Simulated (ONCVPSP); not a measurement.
# Varying the ONCV potential for carbon

Base potential:

- Element: C (Z = 6)
- Generator: ONCVPSP 4.0.1
- Type: optimised norm-conserving Vanderbilt (ONCV)
- Functional: LDA (Perdew-Wang 92)
- Relativity: scalar-relativistic
- Frozen core: [He]
- Valence charge: 4
- Reference configuration: 2s1.5 2p2.5
- Partial waves: 2s: rc 1.10 bohr, ncon 3, nbas 6, qcut 5.8 1/bohr, 2 projectors, debl 3.8 Ha; 2p: rc 2.90 bohr, ncon 4, nbas 7, qcut 3.7 1/bohr, 2 projectors, debl 1.1 Ha; d scattering state at 0.15 Ha: rc 2.90 bohr, ncon 3, nbas 6, qcut 3.7 1/bohr, 1 projector
- Local potential: polynomial inside 0.95 bohr (lpopt 2, dvloc0 0 Ha)
- Core correction: polynomial model core, fcfact 0.35

Cutoffs, loose and tight: the cutoffs (Ha) at which the residual kinetic energy of the hardest occupied pseudo-wave falls to 1 and 0.1 mHa per electron. They do not see the model core or the augmentation charge, which bear on the density cutoff. Test errors are all-electron minus pseudo excitation energies from the reference, over the configurations 2s2 2p2; 2s2 2p1; 2s2 2p0; 2s1 2p2. A dash means not determined; rows that change the core or the reference have their own tests.

| change | outcome | cutoff, loose | cutoff, tight | bound ghosts | GHOST(+) flags above zero | largest test error (meV) |
| --- | --- | --- | --- | --- | --- | --- |
| base | generated | 17 Ha | 66 Ha | none | none | +1872 |
| p: debl 0.8 | generated | 17 Ha | 66 Ha | none | none | +1872 |
| p: qcut 3.8 | generated | 17 Ha | 66 Ha | none | none | +1812 |
| local potential polynomial inside 0.95 bohr (lpopt 2, dvloc0 -0.5 Ha) | generated | 17 Ha | 66 Ha | none | d | +1872 |
| local potential polynomial inside 0.75 bohr (lpopt 3, dvloc0 3 Ha) | generated | 17 Ha | 66 Ha | none | d | +1872 |

(1) What comes out with this change to the base: p: qcut 4.3?

(2) What comes out with this change to the base: s: qcut 5.7?

(3) What comes out with this change to the base: functional PBE?

## Answers

(1) outcome: generated; cutoff, loose: 17 Ha; cutoff, tight: 66 Ha; bound ghosts: none; GHOST(+) flags above zero: none; largest test error (meV): +1556.

(2) outcome: generated; cutoff, loose: 18 Ha; cutoff, tight: 68 Ha; bound ghosts: none; GHOST(+) flags above zero: none; largest test error (meV): +1872.

(3) outcome: generated; cutoff, loose: 18 Ha; cutoff, tight: 66 Ha; bound ghosts: none; GHOST(+) flags above zero: d; largest test error (meV): +1905.
